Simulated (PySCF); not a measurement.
F$_{4}$Ta, doublet, geometry from GFN2-xTB (such geometries of metal compounds can be far from the true shape) (the multiplicity is a formal guess) (core potentials on Ta); B3LYP/def2-SV(P) (PySCF).

Here is a job for PySCF.
```python
from pyscf import gto, scf, dft

mol = gto.Mole()
mol.atom = '''
    Ta    0.00000000    0.00000000   -0.00000000
    F     0.51886739    1.16694161   -1.28956491
    F     0.10389302   -1.25026783    1.31148402
    F    -0.44161278   -1.25382413   -1.23566053
    F    -0.18114763    1.33715035    1.21374142
'''
mol.basis = 'def2-sv(p)'
mol.ecp = {'Ta': 'def2-sv(p)'}
mol.spin = 1
mol.verbose = 4
mol.build()

mf = dft.UKS(mol)
mf.xc = 'b3lyp'
mf.kernel()
```

### Question
Predict the main parts of the log of this PySCF run.

### Answer

```
PySCF version 2.14.0

[INPUT] verbose = 4
[INPUT] num. atoms = 5
[INPUT] num. electrons = 49
[INPUT] charge = 0
[INPUT] spin (= nelec alpha-beta = 2S) = 1
[INPUT] symmetry False subgroup None
[INPUT] Mole.unit = angstrom
[INPUT] Symbol           X                Y                Z      unit          X                Y                Z       unit  Magmom
[INPUT]  1 Ta     0.000000000000   0.000000000000   0.000000000000 AA    0.000000000000   0.000000000000   0.000000000000 Bohr   0.0
[INPUT]  2 F      0.518867390000   1.166941610000  -1.289564910000 AA    0.980517262068   2.205200046259  -2.436924499749 Bohr   0.0
[INPUT]  3 F      0.103893020000  -1.250267830000   1.311484020000 AA    0.196329354054  -2.362663781054   2.478345614544 Bohr   0.0
[INPUT]  4 F     -0.441612780000  -1.253824130000  -1.235660530000 AA   -0.834527207308  -2.369384214071  -2.335059984635 Bohr   0.0
[INPUT]  5 F     -0.181147630000   1.337150350000   1.213741420000 AA   -0.342319408814   2.526847948866   2.293638869841 Bohr   0.0

nuclear repulsion = 226.25360566476
number of shells = 35
number of NR pGTOs = 146
number of NR cGTOs = 81
basis = def2-sv(p)
ecp = {'Ta': 'def2-sv(p)'}

******** <class 'pyscf.dft.uks.UKS'> ********
method = UKS
initial guess = minao
damping factor = 0
level_shift factor = 0
DIIS = <class 'pyscf.scf.diis.CDIIS'>
diis_start_cycle = 1
diis_space = 8
diis_damp = 0
SCF conv_tol = 1e-09
SCF conv_tol_grad = None
SCF max_cycles = 50
direct_scf = True
direct_scf_tol = 1e-13
number electrons alpha = 25  beta = 24
XC library pyscf.dft.libxc version 7.1.2
    S. Lehtola, C. Steigemann, M. J. T. Oliveira, and M. A. L. Marques,  SoftwareX 7, 1–5 (2018)
XC functionals = b3lyp
    P. J. Stephens, F. J. Devlin, C. F. Chabalowski, and M. J. Frisch,  J. Phys. Chem. 98, 11623 (1994)
radial grids:
    Treutler-Ahlrichs [JCP 102, 346 (1995); DOI:10.1063/1.469408] (M4) radial grids

becke partition: Becke, JCP 88, 2547 (1988); DOI:10.1063/1.454033
pruning grids: <function nwchem_prune>
grids dens level: 3
symmetrized grids: False
atomic radii adjust function: <function treutler_atomic_radii_adjust>
small_rho_cutoff = 0
Set gradient conv threshold to 3.16228e-05
tot grids = 81056
init E= -443.557576461142

cycle= 1 E= -456.155918651703  delta_E= -12.6  |g|= 0.637  |ddm|= 5.54
cycle= 2 E= -456.02761639836  delta_E= 0.128  |g|= 0.914  |ddm|= 0.972
cycle= 3 E= -456.272589123323  delta_E= -0.245  |g|= 0.174  |ddm|= 0.586
cycle= 4 E= -456.286992954024  delta_E= -0.0144  |g|= 0.0132  |ddm|= 0.21
cycle= 5 E= -456.287068374  delta_E= -7.54e-05  |g|= 0.00122  |ddm|= 0.0119
cycle= 6 E= -456.287069318514  delta_E= -9.45e-07  |g|= 0.000244  |ddm|= 0.00174
cycle= 7 E= -456.287069426489  delta_E= -1.08e-07  |g|= 4.86e-05  |ddm|= 0.000703
cycle= 8 E= -456.287069428937  delta_E= -2.45e-09  |g|= 3.13e-05  |ddm|= 0.000111
cycle= 9 E= -456.287069429233  delta_E= -2.97e-10  |g|= 9.36e-06  |ddm|= 2.54e-05
Extra cycle  E= -456.287069429153  delta_E= 8.04e-11  |g|= 1.89e-05  |ddm|= 1.84e-05
converged SCF energy = -456.287069429153  <S^2> = 0.75107573  2S+1 = 2.0010754
```
